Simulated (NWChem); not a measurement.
System: CdSiH$_{4}$O; SMILES [OH][Cd][SiH3]

```xyz
7

Cd     0.7788    -0.2985    -0.0011
O      1.1307    -2.2451    -0.0019
H      0.3327    -2.7849     0.0014
Si     0.4266     2.1516     0.0003
H     -1.0346     2.4702    -0.0737
H      1.0939     2.8030    -1.1706
H      0.9672     2.7829     1.2451
```
Atoms are numbered in this order, from 1.

All runs: NWChem. STO-3G and 3-21G are far too small for this property and stand as cheap habits. Coordinates come from a PBE0/def2-SVP optimisation. def2 effective core potentials on Cd; no spin-orbit coupling. Field at 589 nm.

Task: Among these, which level gives the lowest value of “isotropic polarisability (bohr³)”?
A. B3LYP/def2-SVP (core potentials)
B. B3LYP/STO-3G (all-electron, non-relativistic)
C. B3LYP/def2-SVPD (core potentials)

Result: B, B3LYP/STO-3G (all-electron, non-relativistic). Values: B3LYP/STO-3G (all-electron, non-relativistic) 35.9; B3LYP/def2-SVP (core potentials) 64.7; B3LYP/def2-SVPD (core potentials) 74.9
